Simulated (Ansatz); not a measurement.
Re₂Te₃, relaxed as a singlet with RKS PBE-D4/def2-SVP in Ansatz, starting from the GFN1-xTB geometry. Force threshold 0.02 eV/Å.

In the def2 sets Re, Te take a core potential; there is no spin–orbit coupling. The restricted singlet is unstable towards broken spin symmetry in Hartree–Fock (as tested in another run); at PBE-D4/def2-SVP this wasn't settled. The relaxation made no stability test and no search for a lower SCF solution. No other spin state of charge 0 was run. The structure comes from a short search, and lower isomers may exist.

Start:

```
atom   x (Å)   y (Å)   z (Å)
 Re1  -0.052   0.031   1.354
 Re2   0.759   0.912  -0.655
 Te3  -0.658  -2.313   0.319
 Te4  -0.347   2.647   1.023
 Te5   0.298  -1.277  -2.041
```

(1) Estimate the energy that the relaxation releases and the steps that it takes.

(2) Does the start keep its bonding and symmetry?

(3) Predict the relaxed structure.

Answers

(1) 71.9 kJ/mol, in 7 steps; 20 s on 4 threads of Arm Neoverse V1 on a shared host. No frequencies were taken in this run, so the end may be a saddle point.

(2) By distances, no bond broke or formed. The bond that changes most is Te3–Te5, from 2.75 to 3.19 Å (atoms count from 1). Point group Cs at the start, Cs at the end, both within 0.05 Å.

(3) 
```csv
atom,x (Å),y (Å),z (Å)
Re1,0.144,-0.027,1.315
Re2,0.901,0.795,-0.556
Te3,-0.810,-2.237,0.547
Te4,-0.532,2.503,0.884
Te5,0.297,-1.035,-2.191
```
Bond lengths (bridged metal pairs left out): 4 × Re–Te 2.53 to 2.65 Å; 1 × Te–Te 3.19 Å.
